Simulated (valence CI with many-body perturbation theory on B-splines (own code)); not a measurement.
Values are calculated unless marked as measured or tabulated.
**Hyperfine factors and g values of Ba³³⁺**

Method: configuration interaction combined with many-body perturbation theory (CI+MBPT): five valence electrons over a frozen Dirac-Fock core [Ar], radial functions for each j: 7 s, 7 p, 8 d, 6 f, 4 g, 1 h, with the one-electron correlation potential Σ1 (screened to all orders), the two-electron term Σ2, the three-electron term Σ3, Breit, model QED; selected single and double excitations, second order for the rest, scaled by the run's own slope (own B-spline code, finite nucleus).

No measured spectrum was set against this ion. As an estimate, large intervals hold to a few tenths of a per cent, small ones and those within an open d or f shell to about a per cent. Only levels of the ground parity were solved; by the run's estimate the other parity begins above the list, which can be wrong where configurations are misplaced.

A/g_I is the dipole constant over the nuclear g factor μ/I (μ in nuclear magnetons, uniformly magnetised nucleus), B/Q the quadrupole constant per barn. Both hold the static response of the core; the bare values leave it out. Large factors of s and p1/2 electrons are usually good to 5 to 10 %; those of open d and f shells near neutrality can be off by tens of per cent, and small factors of p3/2, d and f electrons come from cancelling terms and can be off by a factor of two or in sign, in half-filled shells by more. B is blank for J = 1/2, where it vanishes, and for nearly pure S terms. Energies count from the lowest level.

Levels are named by their leading jj configuration (3d3/2^4 stands for four electrons in 3d with j = 3/2), which in mixed levels can hold well under half, so a name can repeat and another be missing. Letters in brackets count levels of one name in rising energy.

```csv
Level,E (cm⁻¹),g,A/g_I (MHz),A/g_I bare,B/Q (MHz/b),B/Q bare
(3d3/2^4 3d5/2) J=5/2,0,1.644,6480,7360,10800,11000
(3d3/2^3 3d5/2^2) J=5/2 [a],102870,1.200,10700,11000,16100,16400
(3d3/2^3 3d5/2^2) J=7/2 [a],167310,1.136,15900,16100,22500,22900
(3d3/2^3 3d5/2^2) J=3/2 [a],172880,1.275,17600,18000,19500,19900
(3d3/2^3 3d5/2^2) J=11/2,176370,1.151,19000,19300,219,196
(3d3/2^3 3d5/2^2) J=9/2,196170,1.152,17200,17500,21800,22100
(3d3/2^3 3d5/2^2) J=5/2 [b],202420,1.134,16500,16700,5410,5520
(3d3/2^3 3d5/2^2) J=1/2,212040,1.877,-8330,-7110,,
(3d3/2^3 3d5/2^2) J=7/2 [b],242630,1.139,19400,19600,-16300,-16600
(3d3/2^2 3d5/2^3) J=5/2 [a],263320,1.212,11700,12000,401,412
(3d3/2^2 3d5/2^3) J=7/2 [a],291920,1.201,14300,14700,-7930,-8080
(3d3/2^3 3d5/2^2) J=3/2 [b],293440,0.817,32600,32400,-18900,-19200
(3d3/2^2 3d5/2^3) J=11/2,297760,1.057,19600,19700,1250,1280
(3d3/2^2 3d5/2^3) J=9/2 [a],312090,1.144,16800,17000,-4100,-4190
(3d3/2^2 3d5/2^3) J=1/2 [a],317700,0.621,43600,43100,,
(3d3/2^2 3d5/2^3) J=13/2,325720,1.071,20600,20700,-50.1,-46.0
(3d3/2^2 3d5/2^3) J=3/2 [a],327240,1.182,16400,16700,2600,2640
(3d3/2^2 3d5/2^3) J=5/2 [b],342040,1.015,21400,21500,-4710,-4780
(3d3/2^2 3d5/2^3) J=9/2 [b],371130,1.101,18900,19000,1690,1720
(3d3/2^2 3d5/2^3) J=7/2 [b],384590,0.988,24800,24900,-893,-916
(3d3/2^2 3d5/2^3) J=5/2 [c],390890,1.034,21300,21400,5500,5590
(3d3/2^2 3d5/2^3) J=3/2 [b],410610,0.781,31500,31300,2160,2220
(3d3/2^2 3d5/2^3) J=7/2 [c],424090,1.058,22300,22400,5250,5350
(3d3/2^2 3d5/2^3) J=1/2 [b],430440,1.869,-6900,-5700,,
(3d3/2 3d5/2^4) J=5/2 [a],435330,1.201,10300,10600,-14300,-14500
(3d3/2^2 3d5/2^3) J=9/2 [c],464050,1.104,18700,18900,16700,17000
(3d3/2 3d5/2^4) J=7/2 [a],479570,1.191,14600,14900,-33400,-34000
(3d3/2 3d5/2^4) J=11/2,490850,1.062,20100,20200,-1530,-1520
(3d3/2 3d5/2^4) J=3/2 [a],506290,0.876,22000,21900,-21600,-22000
(3d3/2 3d5/2^4) J=5/2 [b],533220,1.118,17500,17700,18300,18700
(3d3/2 3d5/2^4) J=9/2,547280,1.108,18000,18200,-36000,-36600
(3d3/2^2 3d5/2^3) J=5/2 [d],569430,1.107,16200,16400,-6640,-6740
(3d3/2^2 3d5/2^3) J=3/2 [c],570030,1.206,16800,17200,-15600,-15900
(3d3/2 3d5/2^4) J=7/2 [b],582060,0.962,23200,23200,30700,31300
(3d3/2 3d5/2^4) J=1/2,647210,0.947,-393,-340,,
(3d5/2^5) J=5/2,703070,1.168,14400,14600,-31000,-31600
(3d3/2 3d5/2^4) J=3/2 [b],717830,0.889,31900,31800,31800,32400
```

Q: Take the isotope of mass number 137, with I = 3/2, μ = 0.9375 μN and Q = 0.236 b. What is the hyperfine structure of (3d3/2^3 3d5/2^2) J=1/2?

A: From the table A = -5210 MHz. Shifts from the centre of gravity in MHz: F = 1: 6510, F = 2: -3910.
